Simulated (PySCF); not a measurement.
## V(10+) (vanadium, charge +10) across methods

[Ne] 3s2 3p1, 2P determinant. Computed with PySCF 2.14 in an uncontracted even-tempered set (19 s from 0.4 bohr⁻², ratio 2.5; 12 p from 0.52 bohr⁻², ratio 2.5; 5 d from 3.3 bohr⁻², ratio 2.7; 4 f from 4.9 bohr⁻², ratio 2.7), with the spin-free X2C one-electron Hamiltonian (Gaussian nucleus).

```json
{"method": "LDA", "E (hartree)": "-908.325", "mean ε 3s α (eV)": "-270.12", "mean ε 3s β (eV)": "-267.47", "mean ε 3p α (eV)": "-242.17", "Σ⟨r²⟩ (bohr²)": "3.120", "⟨S²⟩": "0.751"}
{"method": "PBE", "E (hartree)": "-910.355", "mean ε 3s α (eV)": "-270.26", "mean ε 3s β (eV)": "-267.35", "mean ε 3p α (eV)": "-242.54", "Σ⟨r²⟩ (bohr²)": "3.117", "⟨S²⟩": "0.751"}
{"method": "MN15", "E (hartree)": "-911.085", "mean ε 3s α (eV)": "-274.08", "mean ε 3s β (eV)": "-270.99", "mean ε 3p α (eV)": "-248.03", "Σ⟨r²⟩ (bohr²)": "3.106", "⟨S²⟩": "0.751"}
{"method": "r2SCAN", "E (hartree)": "-910.528", "mean ε 3s α (eV)": "-271.11", "mean ε 3s β (eV)": "-267.62", "mean ε 3p α (eV)": "-243.46", "Σ⟨r²⟩ (bohr²)": "3.124", "⟨S²⟩": "0.753"}
{"method": "PBE0", "E (hartree)": "-910.396", "mean ε 3s α (eV)": "-273.79", "mean ε 3s β (eV)": "-270.05", "mean ε 3p α (eV)": "-245.80", "Σ⟨r²⟩ (bohr²)": "3.119", "⟨S²⟩": "0.752"}
{"method": "UHF", "E (hartree)": "-910.01424", "mean ε 3s α (eV)": "-283.26", "mean ε 3s β (eV)": "-276.63", "mean ε 3p α (eV)": "-254.65", "Σ⟨r²⟩ (bohr²)": "3.129", "⟨S²⟩": "0.754"}
{"method": "M06", "E (hartree)": "-910.596", "mean ε 3s α (eV)": "-274.17", "mean ε 3s β (eV)": "-270.35", "mean ε 3p α (eV)": "-245.33", "Σ⟨r²⟩ (bohr²)": "3.110", "⟨S²⟩": "0.751"}
```
